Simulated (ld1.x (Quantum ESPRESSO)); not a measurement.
What one change does to a pseudopotential (molybdenum, PAW)

ld1.x (Quantum ESPRESSO) 7.5 input, shortened:

```
&input
   title='Mo', zed=42., rel=1, dft='PBESOL', iswitch=3,
   config='[Kr] 4d5 5s1 5p0'
 /
 &inputp
   pseudotype=3, lpaw=.true., tm=.true., lloc=-2, rcloc=1.60,
   nlcc=.true., new_core_ps=.true.,
   which_augfun='PSQ', rmatch_augfun_nc=.true.
 /
6
5S  1  0   1.00   0.00  3.40  3.60  0.0
5S  1  0   0.00   0.30  3.40  3.60  0.0
5P  2  1   0.00   0.00  2.50  3.30  0.0
5P  2  1   0.00   1.45  2.50  3.30  0.0
4D  3  2   5.00   0.00  1.50  1.65  0.0
4D  3  2   0.00   0.60  1.50  1.65  0.0
 &test
   configts(1)='4d5 5s1 5p0'
 /
```

All-electron outer shells of the reference configuration (PBEsol, scalar-relativistic, ld1.x):

| shell | level (eV) | outermost node (bohr) | outermost maximum (bohr) |
| --- | --- | --- | --- |
| 4s | -64.30 | 0.51 | 0.99 |
| 4p | -38.46 | 0.52 | 1.06 |
| 5s | -4.12 | 1.34 | 2.93 |
| 4d | -3.77 | 0.53 | 1.38 |
| 5p | -1.01 | 1.54 | 4.05 |

Change: waves 5p (bound): rcut 2.22, rcutus 2.36 bohr; 5p channel at 1.45 Ry: rcut 2.22, rcutus 2.36 bohr.

Cutoffs: the cutoffs (Ry, on a coarse ladder) from which the occupation-weighted sum of valence levels, in a spherical-Bessel basis at the reference potential, stays within 10 and 1 mRy of its value at 400 Ry; they do not see the model core or the augmentation charge, which bear on the density cutoff. Errors are all-electron minus pseudo energies relative to the spin-unpolarised reference configuration.

What does the change do?

Both files keep a bound ghost (s); the number of tests that count goes from 7 to 6; the errors of the 6 common tests hardly move; the range in which the p phases agree widens (upper end 2.1 → at the end of the scan).

| quantity | base | changed |
| --- | --- | --- |
| cutoffs, loose and tight | 35 Ry, 55 Ry | not determined |
| bound ghosts | s | s (p not tested, overlap not positive) |
| tests counted (converged, no solver errors) | 7 of 7 | 6 of 7 |
| error for 4d5 5s0 5p0, meV [ΔE 6.90 eV] | -5.3 | -5.3 |
| error for 4d4 5s0 5p0, meV [ΔE 22.36 eV] | -70 | -70 |
| error for 4d3 5s0 5p0, meV [ΔE 49.08 eV] | -478 | -478 |
| error for 4d6 5s0 5p0, meV [ΔE 0.77 eV] | -24 | -24 |
| error for 4d2 5s0 5p0, meV [ΔE 88.56 eV] | -1555 | -1555 |
| error for 4d5.5 5s0.5 5p0, meV [ΔE 0.29 eV] | -8.0 | -8.0 |
| s: phases at 3.88 bohr within 0.05 rad from the reference energy up to (Ry; the scan ends near 5) | 1.8 | 1.8 |
| p: phases at 3.88 bohr within 0.05 rad from the reference energy up to (Ry; the scan ends near 5) | 2.1 | to the end of the scan |
| d: phases at 3.88 bohr within 0.05 rad from the reference energy up to (Ry; the scan ends near 5) | to the end of the scan | to the end of the scan |
| lowest overlap eigenvalue by channel | s 0.17, p 0.48, d 0.95 | s 0.17, p -0.13, d 0.95 |

Changed file: the overlap operator is not positive definite in a basis up to 400 Ry (lowest eigenvalue p -0.13), so the file is unfit for use: the generalised eigenproblem breaks down once the basis is large enough, and its test numbers describe a broken file. Tests not counted: 4d5 5s0 5p1 (solver errors, printed error -2.0 eV). A true bound ghost makes a file unfit for plane-wave use even where its test errors are small: the radial tests pick states by their node count and pass the ghost by. Where a test does run into it, the solver fails or the error is huge.
